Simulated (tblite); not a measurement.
A geometry optimisation, step by step.

Species: CH9NOSi2.
Numbering: `[CH3:1][Si@H:2]([NH2:3])[O:4][SiH3:5]` (hydrogens: H6, H7, H8 on C1; H9 on Si2; H10, H11 on N3; H12, H13, H14 on Si5)

Computed with GFN2-xTB (tblite), gas phase: L-BFGS steps from a force-field or distance-geometry start until the largest atomic force falls under 0.01 eV/Å. 10 of its 102 geometries are shown.

Step 0: E = -469.9534 eV, largest atomic force 2.749 eV/Å
```
atom  x, y, z in Å  |  force x, y, z in eV/Å
C1     -1.836   -0.912    0.060   -1.080  -0.605   0.162
Si2    -0.437    0.207    0.528    0.603   1.320  -0.894
N3     -1.010    1.890    0.368    0.825  -0.776   1.128
O4      0.790    0.008   -0.645    0.920  -0.406   2.558
Si5     2.294   -0.468    0.016   -0.729   0.127  -1.037
H6     -2.775   -0.557    0.558    0.814  -0.507  -0.535
H7     -1.995   -0.896   -1.032    0.004  -0.238   0.682
H8     -1.611   -1.941    0.420   -0.423   0.687  -0.510
H9      0.035   -0.081    1.910   -0.009   0.024  -0.334
H10    -1.591    2.129    1.206    0.888   0.085  -1.237
H11    -0.162    2.482    0.297   -1.101  -0.102   0.214
H12     3.213   -0.643   -1.109   -0.300   0.118  -0.076
H13     2.228   -1.743    0.748   -0.213   0.148  -0.094
H14     2.856    0.523    0.934   -0.199   0.123  -0.025
```

Step 11: E = -470.5437 eV, largest atomic force 0.580 eV/Å
```
atom  x, y, z in Å  |  force x, y, z in eV/Å
C1     -1.853   -0.925    0.051   -0.075  -0.021  -0.017
Si2    -0.435    0.224    0.585   -0.230  -0.352   0.399
N3     -0.896    1.872    0.420   -0.068  -0.047  -0.039
O4      0.874   -0.013   -0.355    0.093   0.012   0.047
Si5     2.377   -0.488    0.027    0.102   0.086   0.116
H6     -2.785   -0.618    0.514   -0.005   0.087   0.085
H7     -2.037   -0.940   -1.020    0.161   0.109  -0.018
H8     -1.684   -1.955    0.354    0.123   0.072   0.017
H9     -0.012   -0.139    1.975   -0.201   0.111  -0.297
H10    -1.607    2.206    1.048   -0.027   0.059  -0.072
H11    -0.201    2.582    0.265    0.068  -0.016   0.007
H12     3.078   -0.582   -1.252   -0.096   0.035   0.072
H13     2.255   -1.782    0.721    0.158   0.175  -0.089
H14     2.926    0.558    0.926   -0.002  -0.310  -0.212
```

Step 22: E = -470.6653 eV, largest atomic force 0.248 eV/Å
```
atom  x, y, z in Å  |  force x, y, z in eV/Å
C1     -1.877   -0.912    0.055   -0.043  -0.044  -0.038
Si2    -0.520    0.207    0.745    0.033  -0.013   0.007
N3     -0.888    1.853    0.425    0.126  -0.130  -0.169
O4      0.892   -0.029   -0.031   -0.031  -0.004  -0.049
Si5     2.437   -0.487    0.015    0.039  -0.027   0.130
H6     -2.839   -0.654    0.482   -0.035   0.037   0.003
H7     -1.964   -0.846   -1.023    0.006   0.046  -0.051
H8     -1.687   -1.952    0.301    0.035  -0.054   0.011
H9     -0.259   -0.166    2.136   -0.027   0.081   0.170
H10    -1.704    2.301    0.796   -0.042   0.066   0.053
H11    -0.139    2.497    0.236   -0.071   0.040   0.099
H12     2.846   -0.470   -1.385    0.009  -0.012   0.023
H13     2.519   -1.805    0.652    0.011  -0.008  -0.103
H14     3.182    0.461    0.853   -0.008   0.024  -0.087
```

Step 34: E = -470.6992 eV, largest atomic force 0.078 eV/Å
```
atom  x, y, z in Å  |  force x, y, z in eV/Å
C1     -1.877   -0.912    0.055    0.014   0.015  -0.018
Si2    -0.557    0.203    0.834    0.022  -0.028   0.000
N3     -0.883    1.823    0.341   -0.009  -0.015   0.040
O4      0.914   -0.107    0.217    0.060  -0.034  -0.012
Si5     2.466   -0.498    0.016   -0.047   0.005  -0.062
H6     -2.861   -0.674    0.449    0.023   0.001  -0.019
H7     -1.908   -0.771   -1.022   -0.031  -0.002  -0.007
H8     -1.699   -1.967    0.241    0.052   0.043   0.040
H9     -0.434   -0.030    2.282   -0.012   0.014  -0.017
H10    -1.723    2.275    0.665    0.054  -0.005  -0.045
H11    -0.113    2.473    0.325   -0.047   0.013   0.029
H12     2.729   -0.427   -1.421   -0.049   0.018   0.022
H13     2.655   -1.854    0.527    0.008  -0.028   0.032
H14     3.290    0.465    0.750   -0.038   0.003   0.019
```

Step 45: E = -470.7082 eV, largest atomic force 0.061 eV/Å
```
atom  x, y, z in Å  |  force x, y, z in eV/Å
C1     -1.856   -0.897    0.044    0.013  -0.006   0.008
Si2    -0.564    0.207    0.876   -0.002   0.007   0.041
N3     -0.839    1.815    0.318   -0.030   0.028   0.008
O4      0.932   -0.203    0.404    0.010  -0.001  -0.014
Si5     2.460   -0.519    0.004    0.017   0.028   0.008
H6     -2.847   -0.680    0.432    0.000  -0.039  -0.015
H7     -1.883   -0.751   -1.032    0.012   0.030   0.009
H8     -1.649   -1.946    0.225   -0.026  -0.014   0.026
H9     -0.546    0.041    2.339    0.005  -0.025  -0.035
H10    -1.731    2.237    0.520    0.035   0.009  -0.049
H11    -0.105    2.498    0.417    0.013  -0.011   0.018
H12     2.573   -0.379   -1.448   -0.015  -0.014   0.024
H13     2.748   -1.880    0.459   -0.021   0.012  -0.021
H14     3.305    0.456    0.699   -0.011  -0.003  -0.010
```

Step 56: E = -470.7152 eV, largest atomic force 0.130 eV/Å
```
atom  x, y, z in Å  |  force x, y, z in eV/Å
C1     -1.834   -0.894    0.049    0.023   0.002  -0.023
Si2    -0.568    0.211    0.922   -0.034   0.000   0.009
N3     -0.772    1.809    0.302   -0.062   0.016   0.028
O4      0.947   -0.265    0.587   -0.008   0.020  -0.034
Si5     2.428   -0.514   -0.001   -0.021  -0.044   0.035
H6     -2.842   -0.711    0.409    0.047   0.013  -0.003
H7     -1.829   -0.725   -1.024   -0.015  -0.016   0.006
H8     -1.610   -1.942    0.220   -0.014   0.004  -0.005
H9     -0.628    0.068    2.381   -0.008   0.006   0.029
H10    -1.695    2.217    0.310    0.116  -0.058  -0.009
H11    -0.087    2.509    0.543   -0.003  -0.023  -0.014
H12     2.409   -0.345   -1.453   -0.013   0.020   0.000
H13     2.784   -1.888    0.368   -0.027   0.064  -0.001
H14     3.297    0.470    0.646    0.019  -0.004  -0.017
```

Step 67: E = -470.7183 eV, largest atomic force 0.020 eV/Å
```
atom  x, y, z in Å  |  force x, y, z in eV/Å
C1     -1.819   -0.897    0.046    0.001  -0.003  -0.003
Si2    -0.572    0.204    0.950   -0.013  -0.009  -0.013
N3     -0.736    1.795    0.307   -0.002   0.000  -0.007
O4      0.951   -0.278    0.658    0.003   0.010   0.004
Si5     2.404   -0.504   -0.003    0.001  -0.002   0.014
H6     -2.829   -0.713    0.399    0.006   0.006  -0.013
H7     -1.805   -0.724   -1.026    0.001   0.009   0.011
H8     -1.603   -1.948    0.210    0.008   0.007   0.012
H9     -0.673    0.081    2.409    0.002  -0.007  -0.006
H10    -1.653    2.199    0.218    0.006  -0.008   0.015
H11    -0.073    2.500    0.587    0.006  -0.009  -0.011
H12     2.327   -0.313   -1.450   -0.016   0.003   0.000
H13     2.776   -1.875    0.344   -0.002  -0.008  -0.003
H14     3.306    0.473    0.610   -0.002   0.010  -0.001
```

Step 79: E = -470.7195 eV, largest atomic force 0.036 eV/Å
```
atom  x, y, z in Å  |  force x, y, z in eV/Å
C1     -1.815   -0.897    0.041    0.005  -0.013   0.009
Si2    -0.573    0.200    0.956    0.012   0.006   0.007
N3     -0.732    1.785    0.297   -0.032   0.014   0.010
O4      0.960   -0.267    0.695    0.003  -0.006  -0.001
Si5     2.399   -0.498    0.004   -0.019  -0.002  -0.010
H6     -2.826   -0.707    0.386   -0.005   0.012  -0.017
H7     -1.790   -0.725   -1.031    0.000   0.002   0.005
H8     -1.606   -1.947    0.213    0.010  -0.025  -0.002
H9     -0.690    0.071    2.414   -0.003   0.005  -0.004
H10    -1.648    2.198    0.237    0.030  -0.002   0.004
H11    -0.054    2.482    0.558    0.005   0.007  -0.007
H12     2.288   -0.300   -1.441   -0.001  -0.004   0.000
H13     2.771   -1.873    0.336    0.001   0.006  -0.001
H14     3.315    0.479    0.596   -0.006   0.000   0.006
```

Step 90: E = -470.7205 eV, largest atomic force 0.017 eV/Å
```
atom  x, y, z in Å  |  force x, y, z in eV/Å
C1     -1.800   -0.904    0.038   -0.006   0.002   0.002
Si2    -0.578    0.200    0.971    0.008   0.005   0.012
N3     -0.724    1.781    0.301   -0.008   0.009   0.001
O4      0.959   -0.271    0.734    0.004  -0.014  -0.008
Si5     2.378   -0.495    0.002   -0.004  -0.004  -0.005
H6     -2.819   -0.707    0.355   -0.014  -0.001  -0.007
H7     -1.748   -0.734   -1.033    0.000  -0.012  -0.006
H8     -1.599   -1.955    0.218    0.009   0.000   0.003
H9     -0.713    0.079    2.428   -0.001   0.003  -0.010
H10    -1.632    2.211    0.250    0.012  -0.001   0.005
H11    -0.026    2.470    0.533   -0.002  -0.003   0.004
H12     2.236   -0.293   -1.440   -0.001   0.001   0.011
H13     2.769   -1.869    0.317   -0.011   0.010   0.002
H14     3.295    0.486    0.585    0.014   0.005  -0.005
```

Step 101: E = -470.7208 eV, largest atomic force 0.009 eV/Å
```
atom  x, y, z in Å  |  force x, y, z in eV/Å
C1     -1.796   -0.907    0.036    0.000  -0.001   0.001
Si2    -0.582    0.201    0.974    0.001  -0.001   0.000
N3     -0.721    1.783    0.303    0.000   0.003   0.000
O4      0.953   -0.276    0.740    0.003   0.005  -0.004
Si5     2.370   -0.491    0.001    0.004  -0.004  -0.003
H6     -2.821   -0.711    0.335    0.001   0.005   0.001
H7     -1.729   -0.750   -1.036    0.001  -0.008   0.000
H8     -1.595   -1.956    0.230   -0.003   0.000   0.000
H9     -0.718    0.083    2.431   -0.007   0.000  -0.005
H10    -1.624    2.224    0.267   -0.002   0.002   0.000
H11    -0.012    2.463    0.527    0.001   0.000   0.006
H12     2.221   -0.289   -1.440   -0.003  -0.001   0.005
H13     2.761   -1.864    0.317    0.003  -0.002  -0.002
H14     3.293    0.490    0.575    0.000   0.002   0.000
```

Task: Summarise the path.

Result: The energy falls by 17.70 kcal/mol from step 0 to step 101; nine tenths of that is first reached at step 19. It rises by more than 0.2 meV at step 53. The largest force goes from 2.749 to 0.009 eV/Å. Among the bonds O4–Si5 changes most, from 1.711 to 1.613 Å; the atoms move by 0.677 Å rms after alignment.

What follows is the cost of the whole relaxation. Hardware: one thread of an Arm Neoverse V2 (shared host). Cost: 0.45 s.
